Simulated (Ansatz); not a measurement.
A nudged elastic band was laid between two geometries of C₄H₈Si (13 atoms, charge 0, multiplicity 1).

Method: RKS B3LYP-D4/def2-SVP in Ansatz.

- movable images: 5
- climbing image: yes
- spring: 5.0 eV/Å²
- optimiser: quadratic models (default)
- start path: through a guess of the saddle point
- force threshold: 0.05 eV/Å
- iteration limit: 60
- end points: relaxed

First end point:

```xyz
13
Properties=species:S:1:pos:R:3
C -1.441 1.291 -0.218
C -0.108 0.985 0.467
C 0.465 -0.346 0.112
C 0.135 -1.395 -0.653
Si 1.728 -1.672 0.187
H -1.823 2.281 0.077
H -1.334 1.282 -1.315
H -2.204 0.541 0.048
H -0.215 1.034 1.566
H 0.641 1.761 0.224
H -0.698 -1.658 -1.311
H 1.849 -2.577 1.364
H 3.026 -1.563 -0.534
```

Last end point:

```xyz
13
Properties=species:S:1:pos:R:3
C -1.465 1.268 -0.184
C -0.179 0.921 0.567
C 0.467 -0.343 0.110
C 0.237 -1.301 -0.799
Si 1.764 -1.638 0.136
H -1.272 1.392 -1.262
H -2.217 0.472 -0.070
H -1.905 2.206 0.190
H -0.372 0.838 1.653
H 0.559 1.739 0.475
H -0.529 -1.503 -1.553
H 1.819 -2.674 1.205
H 3.112 -1.412 -0.453
```

(1) What changes between the two ends?

(2) Give the energies along the band, and the barrier.

(3) What is the geometry of the highest image?

(4) What are the harmonic wavenumbers there?

The band took 6 iterations and about 80 core-seconds.

Answers

(1) No bond is made or broken. The dihedral H6–C1–C2–C3 goes from 180 to -60°. The two ends are copies of one structure, up to a mirror image or an exchange of like atoms.

(2) The forces met the threshold. The highest image is number 3 of 0 to 6, 12.8 kJ/mol above the ends, which have the same energy within 2 meV. A vibrational analysis at the climbing image gives one clearly imaginary mode, 241i cm⁻¹: a first-order saddle point.

```csv
image,path coordinate (Å),energy (kJ/mol),dihedral H6–C1–C2–C3 (°)
0,0.00,0.0,180
1,0.60,2.6,-163
2,1.19,9.2,-142
3,1.79,12.8,-120
4,2.38,9.3,-98
5,2.97,2.7,-78
6,3.55,0.0,-60
```

(3) 
```xyz
13
Properties=species:S:1:pos:R:3
C -1.480 1.295 -0.184
C -0.169 0.920 0.539
C 0.464 -0.358 0.096
C 0.236 -1.339 -0.787
Si 1.768 -1.646 0.153
H -1.396 2.260 -0.707
H -1.754 0.540 -0.936
H -2.324 1.376 0.518
H -0.326 0.852 1.630
H 0.585 1.719 0.426
H -0.528 -1.570 -1.535
H 1.830 -2.655 1.247
H 3.114 -1.428 -0.446
```

(4) 241i, 75, 205, 269, 376, 575, 641, 644, 674, 773, 774, 863, 933, 986, 1030, 1059, 1075, 1094, 1241, 1336, 1400, 1433, 1470, 1474, 1666, 2223, 2226, 3029, 3043, 3056, 3121, 3122, 3180 cm⁻¹.

Time of the run: 40 s on 2 threads of AMD EPYC 9R45 96-Core Processor (Zen 5) (shared host), peak memory 0.28 GiB.
